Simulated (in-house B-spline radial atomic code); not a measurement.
Configurations of Ir3+, with energies counted from [Xe] 4f14 (5d3/2)4 (5d5/2)2. Level of theory: Dirac-Hartree-Fock, average of each configuration as written, Fermi nucleus of rms radius 5.4032 fm; calculated with a B-spline radial code for spherical atoms. Energies include first-order Breit, QED and recoil terms.

Occupations are held fixed; configurations that lie above the ionisation limit could autoionise.

```json
{"configuration": "[Xe] 4f14 (5d3/2)2 (5d5/2)4", "E - E(ref) (eV)": "2.8883", "highest orbital": "5d5/2", "its <r> (bohr)": "1.553"}
{"configuration": "[Xe] 4f14 (5d3/2)3 (5d5/2)2 (6f5/2)1", "E - E(ref) (eV)": "33.662", "highest orbital": "6f5/2", "its <r> (bohr)": "7.183"}
{"configuration": "[Xe] 4f14 (5d5/2)5 (8d3/2)1", "E - E(ref) (eV)": "39.715", "highest orbital": "8d3/2", "its <r> (bohr)": "11.14"}
{"configuration": "[Xe] (4f5/2)5 (4f7/2)8 (5d3/2)4 (5d5/2)2 (8d3/2)1", "E - E(ref) (eV)": "99.428", "highest orbital": "8d3/2", "its <r> (bohr)": "10.96"}
{"configuration": "[Kr] (4d3/2)4 (4d5/2)5 4f14 5s2 5p6 (5d5/2)6 (9g7/2)1", "E - E(ref) (eV)": "346.93", "highest orbital": "9g7/2", "its <r> (bohr)": "27.79"}
{"configuration": "[Kr] (4d3/2)3 (4d5/2)6 4f14 5s2 5p6 (5d5/2)6 (8g9/2)1", "E - E(ref) (eV)": "360.83", "highest orbital": "8g9/2", "its <r> (bohr)": "21.39"}
```

(1) Order these further configurations by energy, lowest first.
A. [Xe] 4f14 (5d5/2)6
B. [Kr] (4d3/2)3 (4d5/2)6 4f14 5s2 5p6 (5d5/2)6 (7f5/2)1
C. [Kr] 4d10 4f14 5s2 (5p1/2)2 (5p3/2)3 (5d5/2)6 (7f7/2)1
D. [Xe] (4f5/2)5 (4f7/2)8 (5d5/2)6 9s1
E. [Kr] 4d10 4f14 5s2 (5p1/2)1 (5p3/2)4 (5d3/2)4 (5d5/2)2 (7g7/2)1

(2) How far above the reference does [Kr] 4d10 4f14 5s2 (5p1/2)1 (5p3/2)4 (5d3/2)2 (5d5/2)4 8s1 lie?

## Answers

(1) A (4.6063 eV), C (92.571 eV), E (103.54 eV), D (104.52 eV), B (357.93 eV).

(2) 98.027 eV; its least bound orbital is 8s1/2 with <r> = 7.84 bohr.
